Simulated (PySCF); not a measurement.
SrHg⁺: energy against distance

Set-up: basis Sr def2-SVP with ECP28, Hg def2-SVP with ECP60; scalar-relativistic core potentials; PySCF 2.14. Energies in eV from Sr⁺ + Hg in their ground configurations at the same level. State: ²Σ⁺ (doublet), unpaired electrons σ ↑.

All columns are PBE0. A positive dipole points towards Hg; it is taken about the centre of mass and depends on that origin.

| R (Å) | E (eV) | μ (D) | Mulliken charge on Sr (basis-dependent) | HOMO (eV) | LUMO (eV) | Mayer bond order | ⟨S²⟩ |
| --- | --- | --- | --- | --- | --- | --- | --- |
| 3.025 | -0.135 | -6.80 | 0.92 | -8.45 | -6.49 | 0.44 | 0.75 |
| 3.165 | -0.244 | -7.34 | 0.96 | -8.50 | -6.53 | 0.36 | 0.75 |
| 3.306 | -0.301 | -7.90 | 0.98 | -8.55 | -6.58 | 0.30 | 0.75 |
| 3.412 | -0.319 | -8.33 | 0.98 | -8.59 | -6.61 | 0.26 | 0.75 |
| 3.517 | -0.323 | -8.77 | 0.99 | -8.63 | -6.64 | 0.23 | 0.75 |
| 3.623 | -0.317 | -9.22 | 0.99 | -8.66 | -6.67 | 0.21 | 0.75 |
| 3.763 | -0.299 | -9.83 | 0.99 | -8.72 | -6.71 | 0.18 | 0.75 |
| 3.939 | -0.268 | -10.61 | 0.98 | -8.78 | -6.75 | 0.16 | 0.75 |
| 4.150 | -0.227 | -11.55 | 0.97 | -8.85 | -6.79 | 0.14 | 0.75 |
| 4.431 | -0.175 | -12.80 | 0.97 | -8.93 | -6.84 | 0.12 | 0.75 |

A fit through these points gives, at Re = 3.501 Å, μ = -8.70 D and dμ/dR = -4.21 D/Å; the reduced mass is 61.25 u.

Problem. How strong is the fundamental in the double-harmonic approximation, I = 42.26·(dμ/dR)²/μred km/mol?

Solution. I = 42.26·(-4.21)²/61.25 = 12.2 km/mol at PBE0.

The bond is weak. Basis-set superposition, not corrected here, can be much of De in a small basis, most of all at correlated wavefunction levels. Spin–orbit coupling is left out. For an ion De counts to the pair picked by the measured ionisation energies or electron affinities, which need not be the lowest pair at this level. The state was picked by a PBE0 search and need not be the measured ground state.
